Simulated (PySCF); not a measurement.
The dipole of `C[Si](C)(C)c1pc(F)cs1` from its density and from atomic charges.

Coordinates (GFN2-xTB, Å) and charges (e) from the PBE0/pcSseg-1 density (PySCF):

| atom | x | y | z | Mulliken | IAO | Hirshfeld | ESP-fitted |
| --- | --- | --- | --- | --- | --- | --- | --- |
| C1 | -1.724 | 1.488 | -0.549 | -0.6030 | -0.7218 | -0.2184 | -0.7030 |
| Si2 | -0.929 | -0.166 | -0.034 | +1.0727 | +1.0766 | +0.3924 | +1.0532 |
| C3 | -1.456 | -0.623 | 1.739 | -0.6058 | -0.7219 | -0.2183 | -0.7061 |
| C4 | -1.334 | -1.554 | -1.266 | -0.6306 | -0.7215 | -0.2163 | -0.8170 |
| C5 | 0.956 | 0.067 | -0.046 | -0.9216 | -0.6743 | -0.1773 | -0.3706 |
| P6 | 2.053 | -0.795 | -1.044 | +0.4583 | +0.3247 | +0.0669 | -0.0933 |
| C7 | 3.454 | 0.078 | -0.386 | +0.0506 | +0.0604 | +0.0053 | +0.3913 |
| F8 | 4.700 | -0.191 | -0.826 | -0.2712 | -0.2612 | -0.0906 | -0.1982 |
| C9 | 3.253 | 1.021 | 0.565 | -0.2758 | -0.3600 | -0.1035 | -0.4437 |
| S10 | 1.622 | 1.251 | 1.018 | +0.3126 | +0.3989 | +0.1370 | +0.1138 |
| H11 | -1.448 | 2.284 | 0.137 | +0.1378 | +0.1550 | +0.0364 | +0.1491 |
| H12 | -2.807 | 1.416 | -0.552 | +0.1353 | +0.1541 | +0.0412 | +0.1572 |
| H13 | -1.411 | 1.788 | -1.544 | +0.1421 | +0.1591 | +0.0416 | +0.1623 |
| H14 | -2.535 | -0.719 | 1.811 | +0.1357 | +0.1543 | +0.0414 | +0.1590 |
| H15 | -1.144 | 0.138 | 2.448 | +0.1382 | +0.1549 | +0.0361 | +0.1496 |
| H16 | -1.019 | -1.565 | 2.053 | +0.1419 | +0.1591 | +0.0418 | +0.1624 |
| H17 | -2.400 | -1.757 | -1.285 | +0.1418 | +0.1563 | +0.0433 | +0.1888 |
| H18 | -0.827 | -2.476 | -1.001 | +0.1442 | +0.1599 | +0.0400 | +0.1910 |
| H19 | -1.027 | -1.290 | -2.273 | +0.1444 | +0.1597 | +0.0402 | +0.1906 |
| H20 | 4.017 | 1.613 | 1.034 | +0.1523 | +0.1879 | +0.0610 | +0.2635 |

**Question.** What dipole does each set of charges give (1 e·Å = 4.803 D), and what does the density give?

**Answer.** The full density gives (-1.95, 0.85, 1.09) D, 2.39 D in size; dipole vectors point from the negative to the positive end.

```json
{"scheme": "Mulliken", "μx": "-5.22", "μy": "-0.31", "μz": "0.35", "size (D)": "5.24", "share of the full size (%)": "219", "angle to the full dipole (°)": "35"}
{"scheme": "IAO", "μx": "-3.80", "μy": "0.70", "μz": "1.20", "size (D)": "4.05", "share of the full size (%)": "169", "angle to the full dipole (°)": "16"}
{"scheme": "Hirshfeld", "μx": "-1.37", "μy": "0.47", "μz": "0.65", "size (D)": "1.59", "share of the full size (%)": "66", "angle to the full dipole (°)": "5"}
{"scheme": "ESP-fitted", "μx": "-1.96", "μy": "0.84", "μz": "1.08", "size (D)": "2.39", "share of the full size (%)": "100", "angle to the full dipole (°)": "0"}
```

**Question.** Which set comes closest?

**Answer.** Length of the difference vector: ESP-fitted 0.02 D, Hirshfeld 0.82 D, IAO 1.86 D, Mulliken 3.55 D. Closest: ESP-fitted. ESP charges are fitted to the potential around the molecule, whose slowest-falling term is the dipole's. 

**Question.** What is left for the Hirshfeld atoms' own dipoles?

**Answer.** The shares of the density sum to the whole, so what Σ q r misses lies in dipoles about the nuclei. The atomic dipoles sum to (-1.95, 0.85, 1.09) − (-1.37, 0.47, 0.65) = (-0.58, 0.38, 0.44) D, 0.82 D in size.

**Question.** With the origin at the mean of the coordinates, (0.000, 0.001, 0.000) Å, which are the largest single terms, by size, of the ESP-fitted dipole along the direction of the full one?

**Answer.** C3 -5.96, C1 -5.69, C7 -5.57, C9 +4.33, F8 +4.07 D; all 20 atoms together +2.39 D. The single terms depend on the origin, their sum doesn't.

**Question.** Give the size of the full dipole in other units.

**Answer.** 2.39 D = 0.941 au = 0.498 e·Å = 7.98 × 10⁻³⁰ C·m.

Isolated species at its GFN2-xTB geometry, gas phase.

Conformer computed: `[CH3:1][Si:2]([CH3:3])([CH3:4])[c:5]1[p:6][c:7]([F:8])[cH:9][s:10]1`: C1–Si2–C5–P6 -118°.
